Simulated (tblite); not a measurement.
C7H7S (doublet state).
Atom-mapped SMILES: `[CH3:1][c:2]1[cH:3][cH:4][cH:5][cH:6][c:7]1[S:8]` (hydrogens: H9, H10, H11 on C1; H12 on C3; H13 on C4; H14 on C5; H15 on C6)

Computed with GFN2-xTB (tblite): harmonic, unscaled wavenumbers at the GFN2-xTB geometry, gas phase. This tight-binding method is rough: wavenumbers can miss measured ones by several per cent, in bad cases by 10 to 20. Open shells enter through the occupations alone, without spin polarisation, and single modes of such species can be off by tens of per cent.

Harmonic wavenumbers (cm⁻¹): 86.0, 125.9, 221.8, 229.7, 354.5, 398.0, 431.0, 462.0, 535.0, 653.3, 693.1, 758.4, 807.3, 870.1, 909.7, 919.0, 1003.4, 1020.2, 1034.7, 1090.1, 1150.5, 1177.0, 1218.4, 1258.4, 1319.3, 1400.8, 1401.6, 1439.4, 1463.8, 1477.8, 1534.8, 1571.6, 3001.4, 3017.3, 3048.1, 3075.3, 3084.9, 3093.6, 3100.8.

A = 2901, B = 1609, C = 1042 MHz; mass 123.027 u (most abundant isotopes); point group Cs, symmetry number 1; spin multiplicity 2.

**Question.** Zero-point energy?

**Answer.** Half the sum of the wavenumbers: 25219 cm⁻¹ = 301.69 kJ/mol.

**Question.** Give the ideal-gas entropy at 298.15 K and 1 bar in the rigid-rotor, harmonic-oscillator model (classical rotation).

**Answer.** Translation 168.87, rotation 119.59, vibration 71.34, spin (R ln 2) 5.76: S = 365.6 J/(mol K).

**Question.** And Cp and H(298.15 K) − H(0)?

**Answer.** Cp = 125.23 J/(mol K), of which vibrations give 91.97 (their classical limit is 39 R = 324.3); H(298.15 K) − H(0) = 22.30 kJ/mol without the zero-point energy, 12.39 from vibrations.

**Question.** What must be added to the electronic energy to get the Gibbs energy at 298.15 K and 1 bar?

**Answer.** ZPE + [H(298.15 K) − H(0)] − T·S = 301.69 + 22.30 − 108.99 = 215.00 kJ/mol.

**Question.** Blend soft modes into free rotors: weight 1/[1 + (100 cm⁻¹/ν̃)⁴] for the oscillator and the rest for a rotor with moment μB/(μ + B), μ = h/(8π²ν), B = 10⁻⁴⁴ kg m². What vibrational entropy results?

**Answer.** 68.96 J/(mol K) in place of 71.34, which changes −T·S at 298.15 K by +0.71 kJ/mol.

Hindered rotation and anharmonicity are outside this model.

On one thread, Arm Neoverse V2 (aarch64), on a shared host, this took 0.42 s wall. This covers the Hessian and the dipole derivatives.
